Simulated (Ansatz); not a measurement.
Consider the redistribution: `[F][Ge]([F])([F])[SH]` + `[SH][GeH]` → `[F][Ge]([F])([SH])[SH]` + `[F][GeH]`.

Calculated with Ansatz (gas phase, PBE0-D4/def2-TZVP geometries, no zero-point term in ΔE). CBS: MP2 limit from def2 TZ/QZ plus the TZ coupled-cluster correction, frozen cores. For Ge outer-core shells are correlated without core-valence functions, which leaves a few kJ/mol of doubt a bond. Scalar relativity is left out up to krypton. One conformer a species, not always the lowest.

| species | CCSD/def2-TZVPP energy (Eh) |
| --- | --- |
| `[F][Ge]([F])([F])[SH]` | -2773.27950 |
| `[SH][GeH]` | -2474.51378 |
| `[F][Ge]([F])([SH])[SH]` | -3071.85793 |
| `[F][GeH]` | -2175.92759 |

(1) Work out ΔE.

Largest T1 diagnostic among the species: 0.015.

## Answers

(1) ΔE = (-3071.85793) + (-2175.92759) − (-2773.27950) − (-2474.51378) = 0.00776 Eh = +20.4 kJ/mol. CCSD(T)/CBS gives +17.1 kJ/mol.

Leaving LDA and LC-ωPBE aside and taking each functional with its dispersion term where it has one, the values, not all of them listed here, spread over 11.3 kJ/mol, from ωB97X-V to r2SCAN0-D4. LDA lies +3.4 kJ/mol from PBE without D4. From BLYP to BHLYP (50 % exact exchange), in def2-TZVPP and without D4, ΔE moves by +3.5 kJ/mol. The D4 term adds −3.0 kJ/mol with B3LYP and −1.9 kJ/mol with PBE0; it sums over pairs of atoms, weighted by their polarisabilities, and B3LYP, whose exchange is more repulsive, gets the larger term.

B3LYP here is the variant with VWN-RPA as its local correlation; programs differ in this.
